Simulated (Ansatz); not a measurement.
Reaction (ligand exchange at the Si–O bond): `NB(O[SiH3])O[SiH3]` + `O[SiH](Cl)Cl` → `[SiH3]O[SiH](Cl)Cl` + `NB(O)O[SiH3]`

Calculated with Ansatz (gas phase, PBE0-D4/def2-TZVP geometries, no zero-point term in ΔE). CCSD(T)/CBS adds triple-zeta CCSD(T) − MP2 to the extrapolated MP2 energy (def2 sets, frozen cores). This one scheme is used for every species. Functionals use def2-TZVPP. B3LYP here is the variant with VWN-RPA as its local correlation; programs differ in this. Each species was taken in one conformer, which may not be the lowest.

`NB(O[SiH3])O[SiH3]`:

Z-matrix (Å, degrees):
```
Si
O 1 1.635
H 1 1.484 2 108.1
H 1 1.484 2 110.1 3 -119.4
H 1 1.489 2 110.9 3 119.6
B 2 1.374 1 140.2 3 -136.5
N 6 1.403 2 118.7 1 162.4
O 6 1.374 2 122.6 1 -17.6
H 7 1.003 6 122.3 2 178.8
H 7 1.003 6 122.3 2 -1.3
Si 8 1.635 6 140.1 2 -17.8
H 11 1.484 8 110.1 6 104.2
H 11 1.484 8 108.1 6 -136.3
H 11 1.489 8 110.9 6 -16.8
```

`O[SiH](Cl)Cl`:

Z-matrix (Å, degrees):
```
Si
Cl 1 2.042
Cl 1 2.041 2 107.4
O 1 1.621 2 111.2 3 -121.9
H 1 1.467 2 109.8 3 119.4
H 4 0.959 1 119.4 2 59.9
```

`[SiH3]O[SiH](Cl)Cl`:

Z-matrix (Å, degrees):
```
Si
O 1 1.649
H 1 1.483 2 109.5
H 1 1.481 2 107.2 3 -119.7
H 1 1.483 2 109.6 3 120.7
Si 2 1.607 1 146.6 3 -62.2
Cl 6 2.039 2 110.0 1 56.7
Cl 6 2.039 2 110.0 1 -62.7
H 6 1.468 2 109.9 1 177.0
```

`NB(O)O[SiH3]`:

Cartesian coordinates in Å:
```
N 0.560 0.222 -1.994
B 0.241 -0.203 -0.688
O 0.338 -1.507 -0.259
O -0.193 0.727 0.222
Si -0.633 0.542 1.797
H 0.472 1.187 -2.257
H 0.884 -0.378 -2.728
H 0.645 -2.128 -0.920
H -1.018 1.888 2.287
H -1.793 -0.377 1.927
H 0.496 0.027 2.613
```

Q: Is it downhill or uphill in electronic energy at CCSD(T)/CBS, and by how much? (Estimate.)

A: The calculation gave: Downhill: ΔE = -3.7 kcal/mol.

Q: What do these levels give: r2SCAN-D4, ωB97M-V, B2PLYP, B3LYP, MP2/def2-QZVPP, MP2/CBS(def2)? (An estimate is asked.)

A: Computed: r2SCAN-D4 -3.0, ωB97M-V -3.2, B2PLYP -3.8, B3LYP -3.7, MP2/def2-QZVPP -3.9, MP2/CBS(def2) -3.8 kcal/mol.

Largest T1 diagnostic among the species: 0.012.

In def2-TZVPP, CCSD(T) changes the Hartree–Fock value by +1.0 kcal/mol (the triples alone add +0.2 kcal/mol) and MP2 by +0.8 kcal/mol.
